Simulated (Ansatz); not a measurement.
Relaxation of CH6ClFO2Si2 (13 atoms, charge 0, multiplicity 1), to a largest force component of 0.02 eV/Å in at most 40 steps.

Level of theory: RHF/def2-SVP (Ansatz).

```xyz
13
Properties=species:S:1:pos:R:3
Si 0.000 0.000 0.000
O 0.000 0.000 1.680
C -1.111 -0.344 2.494
H -1.814 -0.978 1.914
H -0.758 -0.904 3.386
H -1.631 0.581 2.821
O 1.584 0.000 -0.559
Si 2.491 -1.376 -0.887
H 1.660 -2.352 -1.586
H 3.632 -1.020 -1.725
H 2.969 -1.954 0.366
Cl -1.003 1.738 -0.709
F -0.749 -1.297 -0.529
```

Task: Where does it end, and by what steps?

Result: It converged. The force dipped under the threshold on the way, but the program's further checks kept it going. After 22 steps the energy has fallen by 0.545 eV; H9 moved furthest, 0.92 Å.

```tsv
step	energy less start (eV)	largest force component (eV/Å)	accepted
0	0.0000	2.374	yes
1	-0.3140	1.365	yes
2	-0.4105	0.515	yes
3	-0.4545	0.323	yes
4	-0.4936	0.286	yes
5	-0.4911	0.490	no
6	-0.5155	0.114	yes
7	-0.5286	0.081	yes
8	-0.5329	0.225	yes
9	-0.5358	0.151	yes
10	-0.5415	0.058	yes
11	-0.5415	0.056	yes
12	-0.5379	0.221	no
13	-0.5422	0.042	yes
14	-0.5432	0.013	yes
15	-0.5395	0.166	no
16	-0.5436	0.060	yes
17	-0.5438	0.048	yes
18	-0.5443	0.012	yes
19	-0.5441	0.060	no
20	-0.5445	0.010	yes
21	-0.5445	0.025	yes
22	-0.5446	0.010	yes
```

```xyz
13
Properties=species:S:1:pos:R:3
Si -0.195 -0.279 0.009
O -0.232 -0.550 1.594
C -1.198 -0.242 2.561
H -2.118 -0.799 2.381
H -0.804 -0.520 3.536
H -1.422 0.825 2.563
O 1.169 -0.813 -0.622
Si 2.658 -1.425 -0.990
H 2.494 -2.552 -1.928
H 3.468 -0.362 -1.616
H 3.315 -1.892 0.247
Cl -0.439 1.717 -0.382
F -1.426 -1.013 -0.688
```

Whether the end is a true minimum wasn't checked by a vibrational analysis.

Time of the run: 3.1 min on 2 threads of Intel(R) Xeon(R) Processor @ 2.50GHz (Skylake/Cascade Lake) (shared host), peak memory 0.36 GiB.
